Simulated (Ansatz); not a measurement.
`BSC#C` + `N[SiH](F)F` → `BN[SiH](F)F` + `C#CS` at 500 K and 1 bar (ligand exchange at a B–S bond).

Program: Ansatz. Geometries: PBE0-D4/def2-TZVP. ΔE: electronic, gas phase. CCSD(T)/CBS is the MP2 limit (def2-TZVPP, def2-QZVPP) plus CCSD(T) − MP2 in def2-TZVPP, frozen cores. This one scheme is used for every species. One conformer a species, not always the lowest.

```tsv
species	CCSD(T)/CBS energy (Eh)	H − E (kJ/mol)	S (J/(mol·K))
`BSC#C`	-500.39539	142.5	328.7
`N[SiH](F)F`	-545.34917	143.1	355.2
`BN[SiH](F)F`	-570.77155	183.8	394.2
`C#CS`	-475.00020	98.3	297.2
```

H − E and S are ideal-gas, rigid-rotor, harmonic terms from PBE0-D4/def2-TZVP, for one conformer and one mirror image of each species. 1 Eh = 2625.50 kJ/mol, R = 8.31446 J/(mol·K).

Task: By hand: ΔE, ΔH, ΔS and ΔG.

Result: ΔE = (-570.77155) + (-475.00020) − (-500.39539) − (-545.34917) = -0.02719 Eh = -71.4 kJ/mol. Δ(H − E) = 183.8 + 98.3 − 142.5 − 143.1 = -3.5, so ΔH = -74.9 kJ/mol. ΔS = 394.2 + 297.2 − 328.7 − 355.2 = 7.5 J/(mol·K). ΔG = -74.9 − 500 × (7.5)/1000 = -78.7 kJ/mol.

Task: By hand: the equilibrium constant, and the temperature at which ΔG would vanish if ΔH and ΔS stayed fixed.

Result: log₁₀ K = −ΔG/(RT ln 10) = 8.2. ΔH and −TΔS have one sign here, so there is no such temperature.

The number of gas molecules stays the same, so ΔS is small and ΔH decides. A doubt of 5 kJ/mol in ΔE shifts log₁₀ K by 0.5 here. Other conformers and mirror images would add mixing entropy, several J/(mol·K) or more a flexible species. Modes under 60 cm⁻¹, often nearly free rotors, make the harmonic entropy too high. These are equilibria of isolated gas molecules and say nothing of rates. Largest T1 diagnostic: 0.014 (customary marks: 0.02 for closed shells, 0.045 for open ones).

ΔS is within the doubt of such terms, so its sign, and with it that verdict, could turn.
